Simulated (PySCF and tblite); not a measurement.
Values are calculated unless marked as measured or tabulated.
3-acetyl-1-fluorobenzene, C₈H₇FO, numbered as in [CH3:1][C:2](=[O:3])[c:4]1[cH:5][cH:6][cH:7][c:8]([F:9])[cH:10]1.

Level: PBE0-D3(BJ)/def2-SVPD (IEF-PCM, chloroform)//PBE0-D3(BJ)/def2-SVP, thermal terms from GFN2-xTB, symmetry numbers and mirror pairs counted. Conformers within 3 kcal/mol (GFN2-xTB free energy) were kept, 8 at most. Run with PySCF (density fitting) and tblite.

Torsions listed: O3–C2–C4–C5.

| conformer | shape | symmetry |
| --- | --- | --- |
| 1 | 1° | Cs |
| 2 | 179° | Cs |

Problem. Which of these conformers is the most populated at 298.15 K, and with what share?

Solution. Conformer 2, about 56 %. The lead over the next is within the error of the method.

Problem. Give the DFT energies and free energies relative to the lowest, and all weights.

Solution. 
```csv
conformer,shape,E(DFT) kcal/mol,G(298.15 K) kcal/mol,weight %
1,1°,0.14,0.14,43.9
2,179°,0.00,0.00,56.1
```

Problem. How does its share change from 220 K to 380 K?

Solution. From 58 % to 55 %; the mixing entropy goes from 1.35 to 1.37 cal/(mol K).
